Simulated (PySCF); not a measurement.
# In⁴²⁺: ionisation energy

In⁴²⁺ [He] 2s2 2p3 [2p1/2^2 2p3/2^1, M_J = 3/2] → In⁴³⁺ [He] 2s2 2p2 [2p1/2^2, M_J = 0], as a difference of total energies. Computed with PySCF 2.14 in an even-tempered Gaussian basis (17 s from 21 bohr⁻², ratio 2.4; 12 p from 27 bohr⁻², ratio 2.4; 5 d from 95 bohr⁻², ratio 2.6; 4 f from 140 bohr⁻², ratio 2.6), with the two-component X2C-1e Hamiltonian. Correlated levels: nothing frozen; the 32 highest virtual spinors dropped. "Screened" scales the spin-orbit matrix elements by Boettger's factors to mimic the two-electron term; Breit and QED terms are absent.

| method | ionisation energy (eV) |
| --- | --- |
| GHF (spin-free) | 6868.4 |
| GMP2 (spin-free) | 6868.1 |
| GHF (screened spin-orbit) | 6769.9 |
| GMP2 (screened spin-orbit) | 6769.4 |

For this ion Breit and QED terms and the two-electron picture change, all absent here, outweigh the correlation shift from GHF to GMP2.

The spin-free rows relax to the high-spin LS determinant and lack the spin-orbit shift.

The labels give the starting determinants; with spin-orbit coupling the two ends relaxed to ⟨J²⟩ = 3.75, ⟨L²⟩ = 2.35, ⟨S²⟩ = 1.59 and ⟨J²⟩ = 0.00, ⟨L²⟩ = 1.33, ⟨S²⟩ = 1.33.

For comparison: 6770 ± 50 eV (semi-empirical (NIST evaluation); NIST Atomic Spectra Database, ionization energies).
